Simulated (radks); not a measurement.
Results of a calculation; reference values are marked as such.
Ionisation of neutral lutetium, [Xe] 4f14 5d1 6s2, to Lu+, [Xe] 4f14 6s2, under several functionals. Dirac Kohn-Sham, spin-unpolarised, spherical densities, finite nucleus; open shells are shared between the two j in proportion to 2j + 1; a radial shooting solver on a logarithmic mesh with Libxc functionals.

functional,E(Lu) (hartree),Exc (hartree),IE (eV),-e(HOMO) (eV),<r> HOMO (bohr),IE error (eV)
revPBE,-14579.5303,-302.4335,5.196,1.588,3.027,-0.229
XLYP,-14580.9988,-303.9064,5.174,1.534,3.028,-0.251
PBE,-14579.1991,-302.0993,5.260,1.632,3.006,-0.166
AM05,-14570.6897,-293.5149,5.256,1.604,2.983,-0.170
"LDA (Slater exchange, VWN5 correlation)",-14570.3870,-293.2100,5.493,1.797,2.946,+0.068

NIST Atomic Spectra Database: 5.426 eV (measured). Closest: LDA (Slater exchange, VWN5 correlation). The Delta-SCF values span 0.32 eV, the total energies 10.61 hartree. The highest occupied level is 5d5/2. Spin polarisation and multiplet splitting are left out, so open shells lie too high by an amount that depends on their filling. Sharing an open shell by 2j + 1 raises it above the true ground level by a part of the spin-orbit splitting, which enters the differences from NIST.

Beside tabulated values, note that spin-unpolarised runs miss the spin-polarisation part of the exchange energy of open shells.
